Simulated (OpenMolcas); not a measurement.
**Ni IV: Racah parameters, the spin-orbit constant, worked from levels**

| Item | Value |
| --- | --- |
| Program | OpenMolcas |
| Basis | ANO-R2 [6s5p4d2f1g] |
| Scalar Hamiltonian | X2C, finite nucleus |
| Active space | 7 electrons in 5 orbitals (3d) |
| State averaging | 2S+1 = 4 even, 10 roots; 2S+1 = 2 even, 40 roots |
| Spin-orbit coupling | RASSI with atomic mean-field integrals over the reference wave functions, term energies averaged over their components |

Methods: CASSCF; MS-CASPT2, IPEA 0.25 Eh, imaginary shift 0.1 Eh (closed shells correlated: 3s 3p). Measured levels: Corliss and Sugar, J. Phys. Chem. Ref. Data 10, 197 (1981).

**Racah parameters.** Above ⁴F, d7 has ⁴P at 15B, ²G at 4B + 3C and ²H at 9B + 3C. The first two fix B and C, and the third tests them; where it misses by thousands of cm-1, two parameters do not describe the configuration (Trees and configuration-interaction terms are left out) and B and C hang on the terms chosen. Term energies are centres of gravity, weighted by 2J + 1.

```
   Source     ⁴P     ²G     B     C   C/B  ²H from B, C  ²H found
   CASSCF  21366  21685  1424  5329  3.74         28803     28948
MS-CASPT2  17319  18883  1155  4755  4.12         24660     26178
 measured  17189  19174  1146  4863  4.24         24903     25965
```

Energies in cm-1. From CASSCF to MS-CASPT2, B changes by -18.9 % and C by -10.8 %. Against the measured terms, MS-CASPT2 has B off by +0.8 % and C by -2.2 %.

**The spin-orbit constant.** For the Hund term ⁴F of d7, E(J) = (A/2) J(J+1) + constant and ζ = -2S·A = -3A. From J = 3/2 to J = 9/2 the energy changes by 10.5 A.

```tsv
Source	E(9/2) - E(3/2)	A	ζ
CASSCF	-2568.6	-244.6	734
MS-CASPT2	-2561.4	-243.9	732
measured	-2621.1	-249.6	749
```

All in cm-1. MS-CASPT2 is off by -2.3 % and CASSCF by -2.0 %. Both methods take the spin-orbit matrix elements from the reference wave functions, so the second can move ζ only through the term energies and any multistate remixing. Second-order mixing with other terms is absorbed into this ζ.

CASPT2 does not keep the components of a term degenerate, so their means are used; among the terms shown or strongly mixed into the levels shown the widest spread is 1200 cm-1 (3d⁷ ⁴F, MS-CASPT2). Without dynamic correlation excited terms often stand tens of per cent too high (terms of higher spin than the ground term too low), and those without a measured partner can miss by more than the paired ones (holds for CASSCF). Measured partners are found by configuration, term and J. A level has none where our copy of the source lacks it or the pairing is in doubt (some pairs that miss far off the trend of their configuration count as doubtful), and it then counts in no deviation. Levels of configurations outside the active space are missing.
